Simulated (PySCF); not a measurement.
Gas-phase reaction: 2 GeH₃F + F₂ ⇌ 2 GeH₂F₂ + H₂, at 1600 K and a standard pressure of 1 bar. Level: r2SCAN/def2-TZVP†.

Computed with PySCF and rigid-rotor harmonic-oscillator thermochemistry at 1 bar. † marks an energy on the PBE0/def2-TZVP geometry and frequencies. All species are closed-shell singlets. Ge: all electrons, no relativistic terms. GeH₂F₂: computed as isolated molecules; such fragments, hydroxides, amides, oligomers or adducts are transient or little studied in the gas. The harmonic model lacks anharmonicity and excited electronic states, which grow with temperature; levels with a mode under 35 cm⁻¹ are left out.

| species | E (Ha) | H(1600 K) − E (kJ/mol) | S°(1600 K) (J/mol/K) |
|---|---|---|---|
| GeH₃F | -2178.66385 | 188.2 | 383.2 |
| F₂ | -199.51716 | 60.9 | 259.3 |
| GeH₂F₂ | -2277.96173 | 184.1 | 419.5 |
| H₂ | -1.17106 | 74.0 | 180.1 |
E: electronic energy; H − E holds the zero-point and thermal terms. 1 Ha = 2625.5 kJ/mol.

Q: Work out ΔH°, ΔS°, ΔG° and log10 K from these numbers.

A: 1. ΔE = 2×(-2277.96173) + 1×(-1.17106) − 2×(-2178.66385) − 1×(-199.51716) = -0.24966 Ha = -655.5 kJ.
2. Δ(H − E) = 2×(184.1) + 1×(74.0) − 2×(188.2) − 1×(60.9) = 4.9 kJ, so ΔH° = -650.6 kJ.
3. ΔS° = 2×(419.5) + 1×(180.1) − 2×(383.2) − 1×(259.3) = -6.6 J/K; the number of gas molecules stays the same.
4. ΔG° = ΔH° − TΔS° = -650.6 − 1600×(-6.6)/1000 = -640.0 kJ.
5. log10 K = −ΔG°/(RT ln 10) = 20.89, with RT ln 10 = 30.63 kJ/mol; at standard pressures the products are favoured.
6. A shift of 10 kJ in ΔE would move log10 K by 0.33 here.
For scale, ΔH°(298 K) is -658 kJ at this level, -657 kJ at ωB97M-V/def2-TZVP†, and runs from -709 to -554 kJ over the 20 levels computed.
